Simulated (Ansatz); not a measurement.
Input for Ansatz (development build ahead of 0.2.0):

```yaml
crystal:
  periodic: [false, false, false]
  atoms:
    - { symbol: Be, position_ang: [0.0, 0.0, 0.87295] }
    - { symbol: H, position_ang: [0.0, 0.0, -0.87295] }
basis:
  gaussian: { orbitals: cc-pVDZ }
magnetization:
  initial_magnetization: 1
hamiltonian:
  xc: hf
correlation:
  method: ccsd_t
  frozen_orbitals: { Be: 0, H: 0 }
```

The input is written out in the form of the current development build from the run's settings. Correlation on restricted open-shell orbitals is semicanonical, with singles.

The run gave:

```json
{"Converged": "yes", "Reference energy": "-15.12278 hartree", "CCSD correlation energy": "-0.04291 hartree", "Triples correction": "-0.00078 hartree", "Total energy": "-15.16646 hartree", "Spin squared of the determinant": "0.750"}
```
